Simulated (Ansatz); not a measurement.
Relaxation of C5H11BSi (18 atoms, charge 0, multiplicity 1), to a largest force component of 0.02 eV/Å in at most 40 steps.

All numbers below come from RKS CAM-B3LYP-D4/STO-3G (Ansatz 0.2.0).

```xyz
18
Properties=species:S:1:pos:R:3
B 0.749 -0.814 1.455
C 0.396 -0.117 0.012
Si 1.566 -0.877 -1.228
C 0.749 1.342 0.061
C 0.900 2.509 0.088
C -1.052 -0.369 -0.454
C -2.102 0.229 0.458
H 0.591 -1.913 1.597
H 1.040 -0.085 2.402
H 1.385 -0.286 -2.520
H 1.362 -2.329 -1.265
H 3.001 -0.611 -0.769
H 1.045 3.582 0.126
H -1.221 0.037 -1.459
H -1.230 -1.497 -0.508
H -2.016 1.365 0.522
H -2.058 -0.167 1.478
H -3.143 0.011 0.056
```

Where does it end, and by what steps?

It converged. Limits of this set-up: minimal basis. After 10 steps the energy has fallen by 0.671 eV; H9 moved furthest, 0.66 Å.

```csv
step,energy less start (eV),largest force component (eV/Å),accepted
0,0.0000,3.755,yes
1,-0.2049,3.321,yes
2,-0.5319,1.063,yes
3,-0.4600,2.760,no
4,-0.6054,0.308,yes
5,-0.6276,0.208,yes
6,-0.6523,0.178,yes
7,-0.6637,0.198,yes
8,-0.6705,0.083,yes
9,-0.6708,0.101,yes
10,-0.6709,0.007,yes
```

```xyz
18
Properties=species:S:1:pos:R:3
B 0.733 -0.786 1.405
C 0.374 -0.072 0.078
Si 1.637 -0.872 -1.128
C 0.648 1.392 0.075
C 0.857 2.571 0.063
C -1.071 -0.375 -0.460
C -2.168 0.219 0.457
H 0.236 -1.815 1.658
H 1.563 -0.359 2.111
H 1.400 -0.304 -2.428
H 1.425 -2.294 -1.177
H 2.982 -0.596 -0.704
H 1.048 3.629 0.054
H -1.185 0.040 -1.474
H -1.203 -1.466 -0.528
H -2.030 1.302 0.559
H -2.120 -0.233 1.455
H -3.164 0.030 0.036
```

Whether the end is a true minimum wasn't checked by a vibrational analysis.

The run took 54 s on 1 thread of Arm Neoverse V1, on a shared host, peak memory 0.13 GiB.
